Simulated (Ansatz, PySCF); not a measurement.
C₄H₅FO, SMILES C1(CC[C@@H]1F)=O. Atoms are numbered in the order given.

```xyz
11

O      1.3721     1.1012     0.7344
C      0.6487     0.4525     0.0398
C      0.0387     0.6381    -1.3559
C     -1.0988    -0.3160    -0.9015
C     -0.2145    -0.7999     0.2682
F     -0.7889    -0.9673     1.4918
H     -0.2242     1.6707    -1.6272
H      0.6830     0.2133    -2.1424
H     -1.4438    -1.0784    -1.6124
H     -1.9602     0.2424    -0.5062
H      0.3563    -1.7101     0.0052
```
Charge 0, spin multiplicity 1.

The structure is a stationary point at ωB97X-D3(BJ)/def2-SVP. The structure was generated by enumeration; whether it is a known compound was not checked.

Two levels are set side by side: PBE-D3(BJ)/def2-SVP (Ansatz, an electronic-structure program) and ωB97X-D3(BJ)/def2-SVP (PySCF). Each level has its own optimised geometry; the coordinates shown are those of the second. Frequencies come from the Hessian of PySCF at each geometry. Differences are taken from unrounded values.

```json
[
 {"quantity": "mean bond length (Å)", "ωB97X-D3(BJ)": "1.294", "PBE-D3(BJ)": "1.302", "PBE-D3(BJ) minus ωB97X-D3(BJ)": "0.008"},
 {"quantity": "bond O1–C2 (Å)", "ωB97X-D3(BJ)": "1.194", "PBE-D3(BJ)": "1.205", "PBE-D3(BJ) minus ωB97X-D3(BJ)": "0.011"},
 {"quantity": "bond C2–C3 (Å)", "ωB97X-D3(BJ)": "1.534", "PBE-D3(BJ)": "1.543", "PBE-D3(BJ) minus ωB97X-D3(BJ)": "0.008"},
 {"quantity": "bond C2–C5 (Å)", "ωB97X-D3(BJ)": "1.538", "PBE-D3(BJ)": "1.547", "PBE-D3(BJ) minus ωB97X-D3(BJ)": "0.009"},
 {"quantity": "bond C3–C4 (Å)", "ωB97X-D3(BJ)": "1.553", "PBE-D3(BJ)": "1.555", "PBE-D3(BJ) minus ωB97X-D3(BJ)": "0.003"},
 {"quantity": "bond C4–C5 (Å)", "ωB97X-D3(BJ)": "1.544", "PBE-D3(BJ)": "1.552", "PBE-D3(BJ) minus ωB97X-D3(BJ)": "0.008"},
 {"quantity": "bond C5–F6 (Å)", "ωB97X-D3(BJ)": "1.362", "PBE-D3(BJ)": "1.368", "PBE-D3(BJ) minus ωB97X-D3(BJ)": "0.006"},
 {"quantity": "bond C3–H7 (Å)", "ωB97X-D3(BJ)": "1.100", "PBE-D3(BJ)": "1.107", "PBE-D3(BJ) minus ωB97X-D3(BJ)": "0.008"},
 {"quantity": "bond C3–H8 (Å)", "ωB97X-D3(BJ)": "1.102", "PBE-D3(BJ)": "1.110", "PBE-D3(BJ) minus ωB97X-D3(BJ)": "0.008"},
 {"quantity": "bond C4–H9 (Å)", "ωB97X-D3(BJ)": "1.098", "PBE-D3(BJ)": "1.105", "PBE-D3(BJ) minus ωB97X-D3(BJ)": "0.007"},
 {"quantity": "bond C4–H10 (Å)", "ωB97X-D3(BJ)": "1.100", "PBE-D3(BJ)": "1.107", "PBE-D3(BJ) minus ωB97X-D3(BJ)": "0.007"},
 {"quantity": "bond C5–H11 (Å)", "ωB97X-D3(BJ)": "1.106", "PBE-D3(BJ)": "1.117", "PBE-D3(BJ) minus ωB97X-D3(BJ)": "0.011"},
 {"quantity": "highest harmonic wavenumber (cm⁻¹)", "ωB97X-D3(BJ)": "3195", "PBE-D3(BJ)": "3095", "PBE-D3(BJ) minus ωB97X-D3(BJ)": "-101"},
 {"quantity": "mean harmonic wavenumber (cm⁻¹)", "ωB97X-D3(BJ)": "1380", "PBE-D3(BJ)": "1318", "PBE-D3(BJ) minus ωB97X-D3(BJ)": "-61"},
 {"quantity": "zero-point energy (kcal/mol)", "ωB97X-D3(BJ)": "53.25", "PBE-D3(BJ)": "50.88", "PBE-D3(BJ) minus ωB97X-D3(BJ)": "-2.37"}
]
```

GGA bonds tend to be longer and softer than those of functionals with exact exchange. Differences between two approximate levels are no errors against the true value.
